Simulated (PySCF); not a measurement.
Species: C₈H₁₄N₂.
Structure used (GFN2-xTB), in Å, numbered top down from 1:
```xyz
24
C8H14N2 angstrom
C     -2.0110    1.0544    0.9158
C     -1.9694   -0.1592   -0.0044
C     -0.6573   -0.2329   -0.7941
C     -0.6782   -1.3852   -1.7981
N      0.4475   -0.4189    0.1184
N      0.4653   -1.4858    0.9165
C      1.5783   -1.4019    1.6166
C      2.3012   -0.2563    1.2664
C      1.5407    0.3593    0.2928
C      1.7913    1.6172   -0.4596
H     -1.9345    1.9765    0.3417
H     -2.9436    1.0746    1.4738
H     -1.1891    1.0189    1.6273
H     -2.8017   -0.1178   -0.7091
H     -2.0594   -1.0714    0.5867
H     -0.4948    0.7135   -1.3199
H     -1.5022   -1.2635   -2.4957
H      0.2544   -1.4185   -2.3573
H     -0.7961   -2.3246   -1.2647
H      1.8227   -2.1553    2.3390
H      3.2398    0.0744    1.6624
H      2.7416    2.0397   -0.1443
H      1.0075    2.3511   -0.2691
H      1.8353    1.4315   -1.5333
```

NICS = −σ at a ghost point: NICS(0) at the centroid of the ring atoms, NICS(1) 1 Å to either side along the normal of their mean plane, zz for the tensor component along that normal. Level: GIAO PBE0/pcSseg-1 (PySCF, non-relativistic, gas phase) on the GFN2-xTB geometry, one conformer.

Ring bond lengths (Å), with Mayer bond orders in brackets: N5–N6 1.333 (1.21), N6–C7 1.317 (1.53), C7–C8 1.399 (1.36), C8–C9 1.380 (1.39), C9–N5 1.353 (1.08).

**Question.** What do the NICS probes read (ppm)?

**Answer.** 
| ring | type | NICS(0) | NICS(1), two faces | NICS(1)zz, two faces | rms pucker (Å) | centre to ring atoms, mean (Å) |
| --- | --- | --- | --- | --- | --- | --- |
| N5–N6–C7–C8–C9 | 5-membered ring with 2 N; formal bonds all aromatic | -12.3 | -11.4 / -11.2 | -29.0 / -29.0 | 0.00 | 1.15 |

**Question.** What do they say, and how far can they be read as aromaticity?

**Answer.** 
- N5–N6–C7–C8–C9: mean NICS(1)zz -29.0 ppm, shielded. For a flat ring without four-coordinate atoms the NICS criterion counts such a value as aromatic.

**Question.** What does the geometric index give? Use HOMA with the parameters of Krygowski (1993).

**Answer.** 
- N5–N6–C7–C8–C9: HOMA 0.96; the largest term is that of N5–N6, α(R − Ropt)² = 0.07. The geometric and the magnetic index point the same way.

**Question.** What is the mean of the two in-plane components of NICS at the second NICS(1) probe listed for ring N5–N6–C7–C8–C9, 1 Å off the ring?

**Answer.** The isotropic value is a third of the trace: (3 × -11.2 − (-29.0))/2 = -2.3 ppm.

**Question.** List the ring angles and the Hirshfeld charges of the ring atoms.

**Answer.** 
- N5–N6–C7–C8–C9: N5 111.9° (+0.047 e), N6 106.2° (-0.137 e), C7 110.8° (-0.037 e), C8 104.9° (-0.117 e), C9 106.2° (+0.036 e); sum 540.0° against 540° for a flat convex ring.
